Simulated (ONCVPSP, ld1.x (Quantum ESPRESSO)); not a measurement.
**Potentials for Br (Z = 35) compared**

Generated with ld1.x 7.5 (TM, RRKJ, ultrasoft, PAW), atompaw 4.2 or ONCVPSP 4.0.1. The cutoff is in Ry: for ld1.x and atompaw files where the sum of valence levels is converged to 10 mRy in a Bessel basis, for ONCV files where the hardest occupied wave has 1 mHa per electron of residual kinetic energy. The error is the largest all-electron minus pseudo excitation energy over each file’s own four to seven test configurations (ionisations up to +4, promotions, holes and added fractions of an electron), all of which were solved. The labels leave out finer settings (local radius, basis sizes, second energies), which also bear on the numbers. Spin-polarised tests are not counted. The rows are a selection from randomly drawn settings: files with unsolved tests, undetermined cutoffs or missed reference levels are left out.

A true bound ghost makes a file unfit for plane-wave use even where its test errors are small: the radial tests pick states by their node count and pass the ghost by.

| potential | cutoff (Ry) | largest error (meV) | bound ghosts |
| --- | --- | --- | --- |
| TM, LDA (PZ), scalar-relativistic, rc 1.10/1.15/1.05 (spd), local d, core correction no, reference 3d10 4s1.75 4p5.25 | 260 | -469 | s, p |
| PAW, PBEsol, scalar-relativistic, rc 1.75/1.55 (sp), local smoothed, core correction yes, reference 4s2 4p4.5 | 12 | -169 | d |
| ONCV, PBE, scalar-relativistic, rc 0.75/1.10/1.10/0.95 (spdf), local smoothed, core correction no, reference 3s2 3p6 3d10 4s2 4p4, qcut 19/11.2/13.3/11.6, projectors 2/2/2/1 | 270 | +542 | none |
| ONCV, LDA (Perdew-Wang 92), scalar-relativistic, rc 0.75/0.75/0.65 (spd), local d, core correction no, reference 3s2 3p6 3d10 4s2 4p5, qcut 17.9/22.4/21.1, projectors 2/2/0 | 411 | -14 | none |

Task: Fill in the row for Br: ONCV, PBEsol, scalar-relativistic, rc 0.80/1.15/1.05/0.90 (spdf), local smoothed, core correction yes, reference 3s2 3p6 3d10 4s2 4p5, qcut 12.3/10.1/13.6/8.7, projectors 2/2/2/2.

Result: cutoff 169 Ry, largest error +460 meV, bound ghosts: none.

Task: Fill in the row for Br: ONCV, PBEsol, scalar-relativistic, rc 1.00/0.95/0.90 (spd), local smoothed, core correction yes, reference 3s2 3p6 3d10 4s2 4p4, qcut 14.9/11.9/18.4, projectors 2/2/2.

Result: cutoff 270 Ry, largest error +143 meV, bound ghosts: p.
